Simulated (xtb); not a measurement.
In(H)(Br)(Me) (CH4BrIn), SMILES [CH3][InH][Br]. All values are semi-empirical tight-binding results from xtb (GFN2-xTB unless named), good for trends rather than for accurate numbers. Geometry optimised at GFN2-xTB. The structure was generated by enumeration; whether it is a known compound was not checked.

For metal compounds this method's bond lengths and energies can be far off.

| Item | Result |
|---|---|
| orbital gap | 3.62 eV |
| zero-point energy | 24.6 kcal/mol |
| G − E(el) at 298.15 K (modified RRHO) | 4.2 kcal/mol |
